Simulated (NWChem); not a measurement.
Basis-set convergence for CH$_{5}$NSn

```xyz
8

Sn    -0.1362    -0.0233     0.3908
C      0.7189     1.5701    -0.9219
H      0.7062     2.5531    -0.4259
H      0.1444     1.6407    -1.8609
H      1.7635     1.3222    -1.1773
N     -0.0200    -1.4397    -1.0808
H      0.3308    -1.2864    -2.0244
H     -0.3091    -2.4070    -0.9569
```
Charge 0, spin multiplicity 1.

The numbers come from NWChem runs, not from measurements. All single points use one geometry, from B3LYP/def2-SVP with def2 effective core potentials on Sn, with no frequency check, so it may be a saddle point. It is one conformer; others weren't searched.

Quantity: vertical ionisation energy at the level ΔPBE0 (Δ: difference of total energies, the cation a doublet at the parent's geometry; it is the state that the SCF runs reached, from PBE0 orbitals for Hartree-Fock references, and need not be the lowest).

Effective core potentials replace the inner electrons of Sn; spin-orbit coupling is left out. The structure started from a generated list of species. No SCF solution was tested for a lower state.

The cost column gives rough processor time relative to def2-SVP; each entry includes its own SCF.

```json
[
 {"basis": "def2-SVP", "functions": "79", "vertical ionisation energy (eV)": "8.18", "relative cost": "1"},
 {"basis": "def2-SVPD", "functions": "112", "vertical ionisation energy (eV)": "8.25", "relative cost": "4"},
 {"basis": "def2-TZVP", "functions": "142", "vertical ionisation energy (eV)": "8.22", "relative cost": "5"},
 {"basis": "def2-TZVPD", "functions": "175", "vertical ionisation energy (eV)": "8.24", "relative cost": "30"},
 {"basis": "def2-TZVPP", "functions": "182", "vertical ionisation energy (eV)": "8.22", "relative cost": "10"}
]
```

Smallest basis within 0.1 eV of def2-TZVPP, the largest set run: def2-SVP, with 79 functions against 182 and about 8 % of the time (also within reach: def2-SVPD, def2-TZVP, def2-TZVPD). def2-TZVPP isn't the basis-set limit itself, and a small set can land close by cancellation.
